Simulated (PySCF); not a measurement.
Method: B3LYP-D3(BJ)/def2-TZVP // PBE-D3(BJ)/def2-SVP in PySCF. Isolated molecules, 0 K electronic values unless said otherwise. One relaxed conformer stands for a flexible species; it need not be the lowest. B3LYP has the VWN-RPA correlation part, as in Gaussian. 

Reference species: [Zr(Cl)4] (neutral, multiplicity 1).

```yaml
LUMO: -2.98 eV
mean_distance_from_the_central_atom_to_its_bonded_neighbours: 2.334 Å
```

Changed species: [Zr(Cl)(OH)3] (3 of 4 Cl replaced by OH; the reference has 0 of 4 Cl replaced by OH).

Task: What does the change do to the LUMO and mean distance from the central atom to its bonded neighbours?

Result: the LUMO increases by 2.44 eV, to -0.54 eV; the mean distance from the central atom to its bonded neighbours falls by 0.293 Å, to 2.041 Å.
